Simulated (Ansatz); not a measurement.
Ansatz (a program for electronic structure) input:

Ansatz 0.2 input:
```yaml
crystal:
  periodic: [false, false, false]
  atoms:
    - {symbol: B, position_ang: [0.01542677, -0.39844804, -0.19399894]}
    - {symbol: Cl, position_ang: [0.11738002, 1.20856965, 0.57857326]}
    - {symbol: C, position_ang: [1.33114266, -1.05470946, -0.59104091]}
    - {symbol: C, position_ang: [-1.40056826, -1.02109873, -0.41064278]}
    - {symbol: H, position_ang: [1.36762148, -2.02995853, -1.06579955]}
    - {symbol: H, position_ang: [2.29603811, -0.58987040, -0.42376585]}
    - {symbol: H, position_ang: [-1.92699242, -1.11805515, 0.54415193]}
    - {symbol: H, position_ang: [-2.02111852, -0.35886042, -1.02261800]}
    - {symbol: H, position_ang: [-1.37158916, -2.00185018, -0.88761710]}
basis:
  gaussian:
    orbitals: cc-pVTZ-DK
magnetization: {spin_polarized: true, initial_magnetization: 1}
correlation: {method: ccsd_t, electrons: outside_noble_gas}
```

Task: Predict the final energy.

Result: -565.03605 Eh (X2C-CCSD(T)/cc-pVTZ-DK). The basis has 194 functions.

It need not be the lowest isomer of its formula.
